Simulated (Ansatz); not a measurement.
Consider the redistribution: `O[Si](F)(Cl)Cl` + `O[SiH2][SiH2]O[SiH3]` → `O[SiH2][Si](O)(Cl)Cl` + `F[SiH2]O[SiH3]`.

Isolated molecules relaxed with PBE0-D4/def2-TZVP in Ansatz; ΔE leaves out vibrations. CBS: MP2 limit from def2 TZ/QZ plus the TZ coupled-cluster correction, frozen cores. DFT in def2-TZVPP. B3LYP here is the variant with VWN-RPA as its local correlation; programs differ in this. One conformer a species, not always the lowest.

```tsv
level	ΔE (kJ/mol)	difference from CCSD(T)/CBS
PBE-D4	-17.7	1.9
r2SCAN-D4	-15.4	4.2
PBE0-D4	-16.9	2.7
B3LYP-D4	-20.7	-1.1
ωB97X-V	-18.0	1.6
ωB97M-V	-18.3	1.3
B2PLYP	-22.0	-2.4
PBE	-19.0	0.6
r2SCAN	-15.7	3.9
PBE0	-17.9	1.7
B3LYP	-22.7	-3.1
HF/def2-TZVPP	-23.6	-4.0
MP2/def2-TZVPP	-21.6	-2.0
SCS-MP2/def2-TZVPP	-22.3	-2.7
CCSD/def2-TZVPP	-18.1	1.5
CCSD(T)/def2-TZVPP	-17.7	1.9
HF/def2-QZVPP	-23.5	-3.9
MP2/def2-QZVPP	-22.6	-3.0
SCS-MP2/def2-QZVPP	-23.3	-3.7
HF/CBS(def2)	-23.5	-3.9
MP2/CBS(def2)	-23.5	-3.9
CCSD/CBS(def2)	-20.0	-0.4
CCSD(T)/CBS	-19.6	0
```

Largest T1 diagnostic among the species: 0.012.
